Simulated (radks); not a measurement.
Values are calculated unless marked as measured or tabulated.
Re VI, configuration [Xe] 4f14 5d2. Code: a radial shooting solver on a logarithmic mesh with Libxc functionals. Model: scalar-relativistic Kohn-Sham, PBE, spin-polarised, spherical densities, finite nucleus; open shells are filled with parallel spins first (spin-orbit coupling, left out, can overturn this in heavy ions); Fermi nuclear charge, rms radius 5.3698 fm.

Normalised radial functions P(r) = r R(r), r in bohr:

```
   r/bohr * 4f down (the largest magnitude, 1.28, reaches the edge; | marks zero)
 0.003179 *
 0.004858 *
 0.007423 *
  0.01134 *
  0.01733 *
  0.02649 *
  0.04047 |*
  0.06185 | *
   0.0945 |      *
   0.1456 |                  *
   0.2224 |                                     *
   0.3399 |                                                      *
   0.5194 |                                                      *
   0.7936 |                                   *
    1.213 |               *
    1.853 |   *
    2.832 *
    4.327 *
```

4f down: eigenvalue -102.95 eV, 0 radial nodes, <r> = 0.575 bohr, 90 % of the charge inside 0.943 bohr.
